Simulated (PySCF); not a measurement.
Vertical excitations of a molecule C₅H₁₂Si from TDA-PBE/def2-SVPD (PySCF 2.14.0), as energy in eV (oscillator strength): 6.25 (0.004), 6.29 (0.004), 6.46 (0.033), 6.63 (0.003), 6.74 (0.031), 6.85 (0.016). Lowest triplet (TDA): 5.98 eV. Geometry: PBE0-D3(BJ)/def2-SVP. Other conformers were not sampled.

Which structure fits?
A) C[C@H]1CC[Si@@H]1C
B) C/C=C(/[SiH3])CC
C) C=C[SiH2]C(C)C
D) C/C=C\[SiH2]CC

A, C[C@H]1CC[Si@@H]1C
